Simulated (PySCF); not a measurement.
A structure optimised at PBE0-D3(BJ)/def2-SVP, used in a PySCF frequency run:

```xyz
13

B     -1.5497    -0.1669     0.4899
O     -2.3514    -0.4918     1.5459
O     -1.7211    -0.8547    -0.6750
C     -0.4534     0.9574     0.6754
Al     1.1611     0.3560    -0.1870
O      2.7882     0.2743     0.2996
O      0.7778    -0.2617    -1.7448
H     -2.9481    -1.2087     1.3012
H     -1.0239    -0.6761    -1.3315
H     -0.7679     1.8243     0.0617
H     -0.3739     1.2940     1.7180
H      3.1490     0.5521     1.1422
H      1.3922    -0.6532    -2.3682
```

Q: Write its SMILES and formula.

A: OB(O)[CH2][Al]([OH])[OH], CH6AlBO4

Q: What are its rotational constants (standard atomic weights)?

A: 3.8694, 1.2489, 1.0189 GHz
